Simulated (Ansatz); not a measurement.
A nudged elastic band was laid between two geometries of F2Ge2H4 + H2 (10 atoms, charge 0, multiplicity 1).

Computed with RHF/def2-SVP in Ansatz 0.2.0.

- movable images: 9
- climbing image: yes
- spring: 5.0 eV/Å²
- optimiser: quadratic models (default)
- start path: straight line
- force threshold: 0.03 eV/Å
- iteration limit: 60
- end points: relaxed

First end point:

```xyz
10
Properties=species:S:1:pos:R:3
Ge 0.492 -0.397 0.209
Ge 0.428 -0.268 2.652
H -0.779 -1.066 3.154
H 1.722 -0.875 3.204
H 0.309 1.201 3.057
F 1.763 0.609 -0.370
F -0.931 0.342 -0.426
H 0.638 -1.737 -0.502
H -3.158 1.090 0.801
H -3.726 1.218 1.271
```

Last end point:

```xyz
10
Properties=species:S:1:pos:R:3
Ge -0.565 0.194 -1.009
Ge -0.163 -0.227 3.606
H -0.489 -0.673 5.040
H 1.190 -0.811 3.191
H -0.135 1.302 3.547
F 0.345 0.627 0.381
F 0.225 0.986 -2.305
H -0.431 -1.302 -1.212
H -1.954 0.783 -0.866
H -1.264 -0.761 2.676
```

(1) Which bonds break or form, and what moves?

(2) Give the energies along the band, and the barrier.

(3) What is the geometry of the highest image?

Results:

(1) Bonds broken: Ge1–Ge2, H9–H10. Bonds formed: Ge1–H9, Ge2–H10. F2Ge2H4 + H2 becomes F2GeH2 + GeH4.

(2) It converged. The highest image is number 5 of 0 to 10, 361.5 kJ/mol above the first end and 389.9 kJ/mol above the last; the last end lies 28.5 kJ/mol below the first. Neighbouring images differ by up to 3.1 eV, so the band resolves the path poorly. Another band between the same ends (9 images) ends at a top of the same energy, where a vibrational analysis finds 1 clearly imaginary mode. The orbitals stay closed-shell, which can raise the energy where a bond breaks towards radicals; this wasn't checked here.

```csv
image,path coordinate (Å),energy (kJ/mol),Ge1–Ge2 (Å),H9–H10 (Å),Ge1–H9 (Å)
0,0.00,0.0,2.45,0.75,3.99
1,1.06,0.5,2.45,0.75,3.80
2,2.12,1.1,2.45,0.75,3.54
3,3.18,6.0,2.45,0.75,3.02
4,4.24,58.7,2.48,0.75,2.41
5,5.30,361.5,2.77,1.16,1.77
6,6.21,113.3,3.25,1.76,1.54
7,7.12,7.9,3.72,2.02,1.51
8,8.03,-24.1,4.19,2.56,1.51
9,8.94,-27.8,4.39,3.12,1.51
10,9.85,-28.5,4.65,3.93,1.52
```

(3) 
```xyz
10
Properties=species:S:1:pos:R:3
Ge -0.314 -0.043 0.033
Ge -0.085 0.043 2.789
H -1.230 -0.410 3.710
H 1.120 -0.880 2.958
H 0.263 1.506 3.046
F 1.287 0.629 0.251
F -0.873 1.282 -0.896
H -0.050 -1.413 -0.534
H -2.009 -0.407 0.383
H -1.351 -0.191 1.310
```

Run time: 14 min on 2 threads of Arm Neoverse V2, with other jobs on the host, peak memory 0.35 GiB.
